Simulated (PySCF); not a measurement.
Gas-phase reaction: GeF2 + 4 FO ⇌ GeO + 3 F2O

Computed with PySCF and rigid-rotor harmonic-oscillator thermochemistry at 1 bar. † marks an energy on the PBE0/def2-TZVP geometry and frequencies; other levels use their own. MP2 and CCSD(T) freeze the core. Open shells (unrestricted): FO (multiplicity 2, electronic degeneracy 4); the rest are closed-shell singlets. Spin-orbit splitting is ignored; it lowers the true energy and changes the entropy of FO. Ge: all electrons, no relativistic terms. MP2 isn't extrapolated to the basis-set limit; its ΔH°(298 K) is 99.2 kJ in def2-SVP and 54.1 kJ in def2-TZVPP. CCSD(T) isn't extrapolated to the basis-set limit; its ΔH°(298 K) is 172.9 kJ in def2-SVP and 141.2 kJ in def2-TZVPP. The harmonic model lacks anharmonicity and excited electronic states, which grow with temperature; levels with a mode under 35 cm⁻¹ are left out. Warning, large T1 diagnostic: GeO (CCSD(T)/def2-TZVPP†).

| level | ΔE electronic, kJ | ΔH°(298 K), kJ | ΔS°(298 K), J/K | ΔG°(1200 K), kJ |
|---|---|---|---|---|
| CCSD(T)/def2-TZVPP† | 133 | 141 | -177 | 357 |
| HF/def2-TZVP† | 633 | 641 | -177 | 857 |
| MP2/def2-SVP† | 91 | 99 | -177 | 315 |
| PBE/def2-SVP | 71 | 75 | -173 | 284 |
| PBE0/def2-SVP† | 180 | 188 | -177 | 404 |
| PBE0/def2-TZVP | 170 | 178 | -177 | 394 |
ΔH° is lowest at PBE/def2-SVP and highest at HF/def2-TZVP†. No reference value is set beside these.
